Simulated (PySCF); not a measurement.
## Spinor energies of Ar⁺ (argon, charge +1)

Start: [Ne] 3s1 3p6; 3s1/2 filled at m_j = +1/2. Calculated with PySCF 2.14 in x2c-TZVPall-2c: generalised Hartree-Fock with the X2C-1e Hamiltonian and a Gaussian nucleus; one run each with spin-orbit coupling (SO) switched off, then screened by Boettger's factors. This is a chosen level, not necessarily the ground level.

| spinor shell | electrons | ε, spin-free (eV) | ε, screened SO (eV) | weight of nominal j (screened SO) | rms radius, screened SO (bohr) |
| --- | --- | --- | --- | --- | --- |
| 1s1/2 | 2 | -3256.5 | -3256.5 | 1.000 | 0.0991 |
| 2s1/2 | 2 | -353.07 | -353.07 | 1.000 | 0.447 |
| 2p1/2 | 2 | -276.40 | -278.02 | 0.976 | 0.415 |
| 2p3/2 | 4 | -276.40 | -275.59 | 0.988 | 0.417 |
| 3s1/2 | 1 | -50.084 | -50.084 | 1.000 | 1.46 |
| 3p1/2 | 2 | -28.140 | -28.217 | 0.666 | 1.70 |
| 3p3/2 | 4 | -28.140 | -28.102 | 0.833 | 1.70 |

| quantity | spin-free | screened SO |
| --- | --- | --- |
| E (hartree) | -527.38930 | -527.39086 |
| M_J | 1/2 | 1/2 |
| ⟨J²⟩ | 0.760 | 0.760 |
| ⟨L²⟩ | 0.000 | 0.000 |
| ⟨S²⟩ | 0.760 | 0.760 |

Each row is a mean over spinors that exchange with the open shell spreads, by up to 4.233 eV (3p3/2).

Rows whose weight is well below 1 are mixtures of j = l ± 1/2: exchange outweighs spin-orbit coupling there, and the label is only the starting occupation.

Without spin-orbit coupling the j labels of p, d and f shells carry no meaning; the spin-free column gives the mean over the occupied spinors of each nl shell.
